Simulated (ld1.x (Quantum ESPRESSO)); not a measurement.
Ranking RRKJ potentials for gold

All share these settings but for the change named:

Au (Z = 79), norm-conserving RRKJ (Kleinman–Bylander form), made with ld1.x (Quantum ESPRESSO) 7.5 (PBE, scalar-relativistic). Core [Xe] 4f14, reference 5d10 6s1 6p0. Waves: 6s (bound): rc 2.40 bohr; 5d (bound): rc 1.65 bohr; 6p (bound, empty): rc 3.25 bohr. Local part: the p channel. Core correction: none. rho0 = 0.01.

Test errors are all-electron minus pseudo excitation energies from the reference, over 5d10 6s0 6p0; 5d9 6s0 6p0; 5d8 6s0 6p0; 5d10 6s0.5 6p0; 5d9 6s1 6p1; 5d7 6s0 6p0; 5d10 6s0 6p1. None of these files shows a bound ghost.

The base gives 1280.7 meV.

Of 7 variants that were run, those that failed, showed a ghost or another fault, or gave nearly equal values are left out.

A variant can come out equal or close to the base, since the largest error may sit in a test that the change hardly touches while other tests move.

Task: Rank these variants by their largest absolute test error, smallest first.
A. all radii scaled by about 1.28 (s 3.08, p 4.16, d 2.12 bohr)
B. all radii scaled by about 1.14 (s 2.72, p 3.70, d 1.88 bohr)
C. all radii scaled by about 0.85 (s 2.04, p 2.76, d 1.40 bohr)

Result: C (1233.2 meV), B (1440.2 meV), A (1634.2 meV).
